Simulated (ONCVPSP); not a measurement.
Before and after: ONCV potential for osmium

```json
{
 "Element": "Os (Z = 76)",
 "Generator": "ONCVPSP 4.0.1",
 "Type": "optimised norm-conserving Vanderbilt (ONCV)",
 "Functional": "PBEsol",
 "Relativity": "scalar-relativistic",
 "Frozen core": "[Kr] 4d10 4f14",
 "Valence charge": "16",
 "Reference configuration": "5s2 5p6 5d6 6s1 (charge +1)",
 "Partial waves": "5s+6s: rc 1.45 bohr, ncon 3, nbas 6, qcut 6.8 1/bohr, 2 projectors; 5p: rc 1.65 bohr, ncon 4, nbas 7, qcut 9.8 1/bohr, 3 projectors, debl 0.5 Ha; 5d: rc 2.05 bohr, ncon 3, nbas 7, qcut 9 1/bohr, 2 projectors, debl 3.5 Ha",
 "Local potential": "polynomial inside 1.25 bohr (lpopt 5, dvloc0 -1 Ha)",
 "Core correction": "polynomial model core, fcfact 0.45"
}
```

In the p channel the program set the typed energies aside and used -2.166, 0.250, 0.750 Ha.

Change: local potential polynomial inside 0.95 bohr (lpopt 5, dvloc0 4 Ha).

Cutoffs: the cutoffs (Ha) at which the residual kinetic energy of the hardest occupied pseudo-wave falls to 1 and 0.1 mHa per electron; they do not see the model core or the augmentation charge, which bear on the density cutoff. Errors are all-electron minus pseudo energies relative to the spin-unpolarised reference configuration.

Task: What does the change do?

Result: The potential gets neither clearly harder nor softer (28 Ha and 36 Ha → 28 Ha and 36 Ha); the lowest positive-energy flag moves from none to s at 48.3 eV; the errors of the 4 common tests hardly move; the range in which the s phases agree narrows (upper end 4.4 → 1.4); neither file shows a bound ghost.

| quantity | base | changed |
| --- | --- | --- |
| cutoff, loose | 28 Ha | 28 Ha |
| cutoff, tight | 36 Ha | 36 Ha |
| bound ghosts | none | none |
| GHOST(+) flags under 300 eV | none | s at 48.3 eV |
| error for 5s2 5p6 5d6 6s2, meV [ΔE -9.62 eV] | +2.1 | +2.1 |
| error for 5s2 5p6 5d6 6s0, meV [ΔE 16.94 eV] | -7.8 | -7.9 |
| error for 5s2 5p6 5d5 6s0, meV [ΔE 45.82 eV] | -17 | -17 |
| error for 5s2 5p6 5d5 6s2 6p1, meV [ΔE -3.47 eV] | -2.6 | -2.5 |
| s: phases at 1.47 bohr within 0.05 rad from the reference energy up to (Ha; the scan ends near 5) | 4.4 | 1.4 |
| p: phases at 1.68 bohr within 0.05 rad from the reference energy up to (Ha; the scan ends near 5) | to the end of the scan | to the end of the scan |
| d: phases at 2.08 bohr within 0.05 rad from the reference energy up to (Ha; the scan ends near 5) | to the end of the scan | to the end of the scan |
| rms error of d²Exc/dni dnj with the model core, mHa | 1.04 | 1.04 |
